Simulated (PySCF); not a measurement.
Molecule: `O=C([O-])C(F)(F)F`, [C2F3O2]-.

Bonds (- single, = double, # triple, : aromatic): O1=C2, C2-O3, C2-C4, C4-F5, C4-F6, C4-F7. Formal charges: O3 -1.

Total charge -1.

Coordinates of the point at 0° (Å):
```xyz
7

O     1.317   -1.195   -0.607
C     1.027   -0.184    0.009
O     1.660    0.653    0.629
C    -0.599    0.111   -0.005
F    -1.329   -0.895    0.545
F    -0.977    1.226    0.668
F    -1.099    0.270   -1.259
```

The dihedral O3–C2–C4–F6 is held at the listed angle and the rest relaxed with GFN2-xTB; GIAO PBE0/pcSseg-1 (PySCF 2.14, gas phase, non-relativistic), single atoms without averaging; energies are PBE0/pcSseg-1 single points on these structures.

Shifts are taken against calculated references (same method and geometry level): 17O vs H2O; 13C vs TMS; 19F against CFCl3.

Question: How do the shifts follow the torsion?

Answer: 
```tsv
angle (°)	E rel. (kcal/mol)	O1	C2	O3	C4	F5	F6	F7
0	0.0	295.3	156.1	308.8	132.5	-95.2	-95.2	-95.2
30	0.1	301.8	156.1	301.7	132.6	-94.7	-95.6	-95.7
60	0.0	308.6	156.1	295.4	132.6	-95.1	-95.2	-95.2
90	0.0	301.8	156.1	301.9	132.6	-95.6	-94.7	-95.7
120	0.0	295.5	156.1	308.8	132.5	-95.4	-95.1	-95.2
150	0.0	301.5	156.1	302.1	132.6	-95.6	-95.7	-94.7
180	0.0	308.7	156.1	295.6	132.5	-95.1	-95.4	-95.1
210	0.1	301.5	156.1	301.7	132.7	-94.8	-95.4	-95.5
240	0.0	295.2	156.1	308.7	132.6	-95.3	-95.2	-95.1
270	0.0	301.7	156.1	301.9	132.6	-95.6	-94.7	-95.6
300	0.0	308.7	156.1	295.4	132.5	-95.3	-95.2	-95.1
330	0.0	301.9	156.1	301.9	132.6	-95.6	-95.6	-94.7
```

Question: Weight the points by Boltzmann factors at 298 K (these energies, one coordinate only). How far do the averages lie from the lowest point?

Answer: O1 301.9 (lowest point 295.5), C2 156.1 (lowest point 156.1), O3 302.0 (lowest point 308.8), C4 132.6 (lowest point 132.5), F5 -95.3 (lowest point -95.4), F6 -95.3 (lowest point -95.1), F7 -95.2 (lowest point -95.2) ppm. The lowest point, 120°, carries 9 % of the weight. A 30° grid can miss a minimum, and energy differences under about 1 kcal/mol are within the error of this level. Unscaled 19F shifts carry errors that often reach 10 to 50 ppm.
